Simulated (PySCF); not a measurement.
# TeCl2: bending curve

Level of theory: PBE0 in PySCF with Te def2-TZVP with ECP28, Cl def2-TZVP; scalar-relativistic core potentials, no spin–orbit coupling; density-fitted integrals.

Rigid scan from the singlet minimum (Te–Cl 2.320 Å (×2); Cl–Te–Cl 99.3°). Coordinate: the Cl–Te–Cl angle, bonds fixed. Energies in kJ/mol from the minimum.

Question: Predict the curve at 80, 90, 100, 110, 120, 130, 140, 150, 160, 170, 180.

Answer: 
```
bond angle (°)  E (kJ/mol)  dipole size (D)
            80        34.4             2.40
            90         6.7             2.14
           100         0.0             1.89
           110         6.9             1.63
           120        23.7             1.38
           130        48.4             1.13
           140        79.1             0.90
           150       113.4             0.67
           160       147.6             0.44
           170       175.0             0.22
           180       186.2             0.00
```

With the bonds held, the linear shape lies 186.2 kJ/mol from the minimum.

Other isomers or separated fragments may lie lower.
